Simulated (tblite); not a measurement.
C7H14N2.
Atom-mapped SMILES: `[CH2:1]=[CH:2]/[C:3]([CH2:4][CH2:5][CH2:6][CH3:7])=[N:8]\[NH2:9]` (hydrogens: H10, H11 on C1; H12 on C2; H13, H14 on C4; H15, H16 on C5; H17, H18 on C6; H19, H20, H21 on C7; H22, H23 on N9)

Geometry (GFN2-xTB, Å), atoms numbered from 1 in this order:
```xyz
23
C7H14N2 angstrom
C     -2.8699   -1.2879    1.3254
C     -2.7033   -0.2420    0.5210
C     -1.4258    0.2654    0.0366
C     -0.1737   -0.4765    0.4295
C      1.0940    0.1264   -0.1662
C      2.3469   -0.6009    0.3142
C      3.6116   -0.0033   -0.2903
N     -1.2602    1.2965   -0.7035
N     -2.2417    2.1298   -1.0834
H     -2.0448   -1.8634    1.7062
H     -3.8512   -1.6031    1.6385
H     -3.5872    0.2930    0.1929
H     -0.0983   -0.4711    1.5209
H     -0.2682   -1.5198    0.1140
H      1.1481    1.1794    0.1107
H      1.0348    0.0792   -1.2541
H      2.2797   -1.6580    0.0443
H      2.4049   -0.5416    1.4038
H      4.4941   -0.5372    0.0556
H      3.5776   -0.0619   -1.3759
H      3.7103    1.0428   -0.0087
H     -1.9749    2.6675   -1.8947
H     -3.2077    1.8137   -1.0808
```

Computed with GFN2-xTB (tblite): harmonic, unscaled wavenumbers at the GFN2-xTB geometry, gas phase. Against measured fundamentals such values can be off by several per cent, at times by over 20. One conformer, not necessarily the lowest.

Harmonic wavenumbers (cm⁻¹): 46.2, 71.0, 78.1, 97.4, 129.0, 214.5, 231.3, 255.3, 267.4, 327.4, 339.2, 413.2, 471.0, 515.2, 597.8, 611.1, 674.9, 775.0, 826.8, 831.0, 879.0, 941.7, 944.0, 995.8, 1000.9, 1084.2, 1092.8, 1114.3, 1124.7, 1156.7, 1193.3, 1215.5, 1233.9, 1268.8, 1276.3, 1276.5, 1318.5, 1342.3, 1370.6, 1414.8, 1415.5, 1476.5, 1485.9, 1497.7, 1500.2, 1504.2, 1508.4, 1641.6, 1669.7, 2934.0, 2954.2, 2958.3, 2974.8, 2994.0, 3008.4, 3030.5, 3031.5, 3034.5, 3037.5, 3104.8, 3135.8, 3299.6, 3446.7.

A = 2502, B = 785.4, C = 607.1 MHz; mass 126.116 u (most abundant isotopes); point group C1, symmetry number 1.

Q: Zero-point energy?

A: ½Σν̃ = 43831 cm⁻¹ = 125.32 kcal/mol.

Q: Entropy at 350 K, 1 bar (ideal gas, RRHO, classical rotation)?

A: Translation 41.23, rotation 30.46, vibration 40.55: S = 112.2 cal/(mol K).

Q: And Cp and H(350 K) − H(0)?

A: Cp = 48.57 cal/(mol K), of which vibrations give 40.62 (their classical limit is 63 R = 125.2); H(350 K) − H(0) = 10.07 kcal/mol without the zero-point energy, 7.29 from vibrations.

Q: Blend soft modes into free rotors: weight 1/[1 + (100 cm⁻¹/ν̃)⁴] for the oscillator and the rest for a rotor with moment μB/(μ + B), μ = h/(8π²ν), B = 10⁻⁴⁴ kg m². What vibrational entropy results?

A: 36.98 cal/(mol K) in place of 40.55, which changes −T·S at 350 K by +1.25 kcal/mol.

Q: Which modes carry the vibrational entropy at 350 K?

A: 46.2 cm⁻¹: 5.29; 71.0 cm⁻¹: 4.44; 78.1 cm⁻¹: 4.25; 97.4 cm⁻¹: 3.82; 129.0 cm⁻¹: 3.27; 214.5 cm⁻¹: 2.30 cal/(mol K); the other 57 give 17.17 together.

Q: How do the functions run with temperature in this model?

A: 
```tsv
T (K)	S (cal/(mol K))	Cp (cal/(mol K))	H − H(0) (kcal/mol)	G − H(0) (kcal/mol)	ln q(vib)
100	72.4	21.0	1.43	-5.81	2.17
200	90.3	31.7	4.08	-13.98	5.35
300	105.2	42.8	7.79	-23.77	8.42
500	132.3	64.5	18.59	-47.57	14.37
800	167.9	86.9	41.58	-92.76	22.97
1000	188.4	96.8	60.00	-128.44	28.36
```

q(vib) and H(0) count from the zero-point level.

Q: What must be added to the electronic energy to get the Gibbs energy at 350 K and 1 bar?

A: ZPE + [H(350 K) − H(0)] − T·S = 125.32 + 10.07 − 39.28 = 96.11 kcal/mol.

Hindered rotation and anharmonicity are outside this model. Other conformers, if any are populated, would add a mixing term that is left out.
